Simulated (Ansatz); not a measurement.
BeBrF (SMILES [F][Be][Br]) moved off its minimum; all values from Ansatz (an electronic-structure program), cores frozen in correlated methods.
(charge 0, multiplicity 1)
```xyz
3

Be    -0.1726     0.0147    -1.1615
F      0.0167    -0.0483    -2.5725
Br    -0.0409     0.0473     0.7725
```

**Question.** Give the forces (eV/Å), the total energy and the dipole at CCSD(T)/aug-cc-pVTZ.

**Answer.** 
```tsv
atom	Fx	Fy	Fz
Be1	0.500	-0.119	-1.910
F2	-0.389	0.091	1.439
Br3	-0.111	0.028	0.471
```
Energy -2687.2396 hartree, dipole 0.87 D.
